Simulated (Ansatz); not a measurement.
C2H9BOSi can be A, `BC([SiH3])OC`, or B, `BC(O)[SiH2]C`.

Computed with Ansatz on PBE0-D4/def2-TZVP structures; ΔE is electronic, products minus reactants. CCSD(T)/CBS is the MP2 limit (def2-TZVPP, def2-QZVPP) plus CCSD(T) − MP2 in def2-TZVPP, frozen cores. Functionals use def2-TZVPP. B3LYP here is the variant with VWN-RPA as its local correlation; programs differ in this. Each species was taken in one conformer, which may not be the lowest.

(1) Which isomer does CCSD(T)/CBS put lower? Give the gap. (An estimate is asked.)

(2) Give E(B) − E(A) in kcal/mol with B3LYP-D4, HF/def2-TZVPP, ωB97M-V, MP2/def2-TZVPP, B2PLYP, CCSD(T)/def2-TZVPP, PBE-D4. (Estimate.)

Largest T1 diagnostic: 0.013.

## Answers

(1) The calculation gave: B, by 21.2 kcal/mol.

(2) Computed: B3LYP-D4 -19.8, HF/def2-TZVPP -20.3, ωB97M-V -21.0, MP2/def2-TZVPP -21.9, B2PLYP -20.4, CCSD(T)/def2-TZVPP -20.4, PBE-D4 -19.3. None reverses the order clearly.

From PBE to PBE0 (25 % exact exchange), in def2-TZVPP and without D4, E(B) − E(A) moves by −1.0 kcal/mol.
